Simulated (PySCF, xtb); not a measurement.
Ge(Cl)3(SiH3) (Cl₃GeH₃Si), SMILES [SiH3][Ge]([Cl])([Cl])[Cl].

GFN2-xTB (xtb 6.7.1) at its own geometry gives an orbital gap of 3.98 eV and a dipole moment of 4.61 D.

Coordinates come from a B3LYP-D3(BJ)/def2-SVP optimisation.

Task: What does PBE/def2-TZVP run with PySCF give? (An estimate is asked for; the answer gives what the named calculation found.)

Result: gap 4.84 eV (levels -7.50 and -2.67 eV), dipole 2.83 D.
